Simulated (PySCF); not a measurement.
# Magnetisability: `C1C(=S)[C@H](CCl)C1`, C5H7ClS

Molfile (atoms numbered from 1):
```
C5H7ClS
     RDKit          3D

 14 14  0  0  0  0  0  0  0  0999 V2000
   -0.5335   -2.7058   -0.1991 S   0  0  0  0  0  0  0  0  0  0  0  0
   -0.6005   -1.0998   -0.2304 C   0  0  0  0  0  0  0  0  0  0  0  0
   -1.6694   -0.0931    0.0585 C   0  0  0  0  0  0  0  0  0  0  0  0
   -0.6187    1.0224   -0.0915 C   0  0  0  0  0  0  0  0  0  0  0  0
    0.4373   -0.0344   -0.4826 C   0  0  1  0  0  0  0  0  0  0  0  0
    1.6721   -0.1525    0.3906 C   0  0  0  0  0  0  0  0  0  0  0  0
    2.7429    1.2557    0.1541 Cl  0  0  0  0  0  0  0  0  0  0  0  0
   -2.1304   -0.1983    1.0404 H   0  0  0  0  0  0  0  0  0  0  0  0
   -2.4660   -0.0819   -0.6851 H   0  0  0  0  0  0  0  0  0  0  0  0
   -0.3862    1.5364    0.8374 H   0  0  0  0  0  0  0  0  0  0  0  0
   -0.8329    1.7578   -0.8622 H   0  0  0  0  0  0  0  0  0  0  0  0
    0.7388    0.0169   -1.5318 H   0  0  0  0  0  0  0  0  0  0  0  0
    2.2415   -1.0455    0.1324 H   0  0  0  0  0  0  0  0  0  0  0  0
    1.4043   -0.1784    1.4472 H   0  0  0  0  0  0  0  0  0  0  0  0
  1  2  2  0
  2  3  1  0
  3  4  1  0
  4  5  1  0
  5  6  1  0
  6  7  1  0
  5  2  1  0
  3  8  1  0
  3  9  1  0
  4 10  1  0
  4 11  1  0
  5 12  1  6
  6 13  1  0
  6 14  1  0
M  END
```

Level of theory: GIAO wB97X-D/pcSseg-1 magnetisability, rotational g tensor and spin-rotation constants, non-relativistic, gas phase (PySCF 2.14.0). Geometry: GFN2-xTB.

Task: How diamagnetic is it, and how anisotropic?

Result: Isotropic -1229 × 10⁻³⁰ J/T², or -74.0 × 10⁻⁶ cm³/mol; principal values -1366, -1283, -1039 × 10⁻³⁰ J/T², anisotropy 295 × 10⁻³⁰ J/T² (root of half the summed squared differences of the principal values). The susceptibility is in cgs units.

Task: Split it along the inertial axes a, b, c into diamagnetic and paramagnetic parts about the centre of mass, with the quadrupole moment.

Result: 
| axis | χ (10⁻⁶ cm³/mol) | diamagnetic (10⁻⁶ cm³/mol) | paramagnetic (10⁻⁶ cm³/mol) | summed x² of all electrons (Å²) | quadrupole Θ (D Å) |
| --- | --- | --- | --- | --- | --- |
| a | -74.3 | -473.3 | 399.0 | 269.8 | -13.00 |
| b | -66.2 | -1234.2 | 1167.9 | 90.4 | +6.28 |
| c | -81.6 | -1528.2 | 1446.6 | 21.1 | +6.72 |

Anisotropies 2χaa − χbb − χcc = -0.7 and 2χbb − χaa − χcc = +23.4 × 10⁻⁶ cm³/mol. Θ is traceless in Buckingham's convention.

Task: And the rotational g tensor?

Result: 
| axis | rotational constant (GHz) | g | nuclear part | electronic part |
| --- | --- | --- | --- | --- |
| a | 3.3946 | -0.0356 | 0.6007 | -0.6363 |
| b | 0.9695 | -0.0190 | 0.5130 | -0.5320 |
| c | 0.7825 | -0.0098 | 0.5220 | -0.5318 |

Asymmetric top; isotopes 12C, 35Cl, 1H, 32S; no vibrational averaging.
